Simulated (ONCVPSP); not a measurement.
**Configuration tests for fluorine (F) (ONCV)**

ONCVPSP 4.0.1 input, shortened (lines: element, Z, core and valence counts, functional; n l f; lmax; l rc ep ncon nbas qcut; lloc lpopt rc5 dvloc0; l nproj debl; icmod fcfact rcfact), revPBE, scalar-relativistic:

```
  F 9.00    1    2  -102130      upf
    1    0    2.00
    2    0    2.00
    2    1    3.50
    2
    0    0.55    0.00    4    8   10.80
    1    1.65    0.00    4    7    6.80
    2    1.65    0.21    4    7    5.80
    4    5    0.45    6.00
    0    2    0.50
    1    2    1.20
    2    2    3.20
    0    0.00    0.00
```

In the s channel the program set the typed energies aside and used -2.109, 0.250 Ha. In the p channel the program set the typed energies aside and used -1.403, 0.250 Ha.

Energies are relative to the spin-unpolarised reference configuration 2s2 2p3.5; without spin polarisation the order of configurations can differ from experiment.

| valence configuration | charge | ΔE all-electron (eV) | error AE − PS (meV) |
| --- | --- | --- | --- |
| 2s2 2p5 | 0 | -35.899 | +348 |
| 2s2 2p4 | +1 | -16.574 | +64 |
| 2s1 2p5 | +1 | 2.636 | +266 |

Problem. What are ΔE and the potential's error for 2s2 2p3?

Solution. ΔE = 21.749 eV all-electron; the error (AE − PS) is +92 meV.
